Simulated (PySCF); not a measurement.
Os(OH)3 (H3O3Os), SMILES [OH][Os]([OH])[OH] (connectivity only; charge and spin as stated), neutral, multiplicity 4. Geometry: PBE-D3(BJ)/def2-SVP. The multiplicity is an assumed one; other spin states were not compared. The def2 effective core potentials stand for the cores of Os; spin–orbit coupling is left out. One conformer was computed; it need not be the lowest.

Method: PBE-D3(BJ)/def2-SVP in PySCF.

Harmonic wavenumbers (cm⁻¹): 119, 152, 196, 253, 386, 446, 627, 636, 671, 682, 775, 834, 3576, 3645, 3700. Rotational constants (GHz): 8.447, 3.830, 2.659; symmetry number 1.

Question: Work out the zero-point energy and the ideal-gas rigid-rotor harmonic-oscillator thermochemistry at 298.15 K and 1 atm.

Answer: ZPE = ½ Σ hcν = ½ × 16698 cm⁻¹ = 23.87 kcal/mol. H − E(el) = 28.54 kcal/mol. Entropy in cal/(mol K): translation 42.34, rotation 25.73, vibration 13.36, spin 2.75, total 84.18. G − E(el) = 3.44 kcal/mol. Cp = 23.22 cal/(mol K). Modes under 150 cm⁻¹ make the vibrational entropy uncertain.
